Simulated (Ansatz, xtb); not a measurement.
## Relative energy of two isomers of Cl2GeH4Si

We compare X, `[SiH3][GeH]([Cl])[Cl]`, a singlet, with Y, `Cl[SiH](Cl)[GeH3]`, a singlet. Both are isolated molecules in the gas phase, relaxed with B3LYP-D3(BJ)/def2-SVP.

X (Å):

```xyz
8

Cl    1.4004   -0.4655    3.2477
Cl    1.5576    0.7734   -0.0519
Ge    0.1980    0.2500    1.5730
Si   -1.1453   -1.5790    0.8222
H    -1.9427   -1.1426   -0.3574
H    -2.0475   -2.0038    1.9283
H    -0.2149   -2.6777    0.4508
H    -0.4667    1.5609    2.0335
```

Y (Å):

```xyz
8

Cl   -2.8505   -0.0097    1.5889
Cl   -0.4084    1.6135   -0.1203
Ge    0.5408   -1.2635    1.8736
Si   -1.1076   -0.2498    0.4811
H    -1.4552   -1.0153   -0.7426
H     0.0458   -2.6391    2.3618
H     1.8566   -1.4407    1.0905
H     0.7841   -0.3456    3.0852
```

Question: Which of the two would you expect CCSD(T)/def2-SVP + ΔMP2/def2-TZVPP electronic energies to favour?

Answer: Structure Y; the calculation gives E(Y) − E(X) = −8.8 kcal/mol.

How the difference moves with the method:

```csv
level,geometry,E(Y) − E(X) (kcal/mol),departure from the last row (kcal/mol),"job, with rough time for the two"
GFN2-xTB,GFN2-xTB,+15.7,+24.5,"optimisation, 0.15 s"
HF/STO-3G,GFN2-xTB,+1.2,+10.0,"single point, 0.52 s"
r2SCAN-D4/def2-SVP,GFN2-xTB,−6.4,+2.4,"single point, 5 s"
B3LYP-D3(BJ)/def2-SVP,B3LYP-D3(BJ)/def2-SVP,−6.5,+2.3,"optimisation, 34 s"
HF/def2-SVP,B3LYP-D3(BJ)/def2-SVP,−5.7,+3.0,part of the CCSD(T) run
MP2/def2-SVP,B3LYP-D3(BJ)/def2-SVP,−8.3,+0.4,part of the CCSD(T) run
CCSD(T)/def2-SVP,B3LYP-D3(BJ)/def2-SVP,−7.6,+1.2,single point
CCSD(T)/def2-SVP + ΔMP2/def2-TZVPP,B3LYP-D3(BJ)/def2-SVP,−8.8,,"single point, 30 s"
```

As drawn, Y has 2 Cl–Si, 2 Ge–H in place of 2 Cl–Ge, 2 Si–H.

GFN2-xTB, HF/STO-3G put the two in the other order. The largest departure from CCSD(T)/def2-SVP + ΔMP2/def2-TZVPP is that of GFN2-xTB, 24.5 kcal/mol. The last row adds to CCSD(T) the change of the MP2 difference between the two basis sets, here −1.2 kcal/mol.

With harmonic frequencies from B3LYP-D3(BJ)/def2-SVP (ideal gas, rigid rotor, one conformer each, 298.15 K, 1 atm): the zero-point term adds 0.0 kcal/mol; ΔH is −8.9 and ΔG −8.7 kcal/mol.

The correlated steps freeze 24 core orbitals; the filled d shell of Ge is correlated, in a basis made for valence electrons. Codes used: Ansatz 0.2.0, xtb 6.7.1; the last row on 2 threads of Arm Neoverse V2 on a shared host.
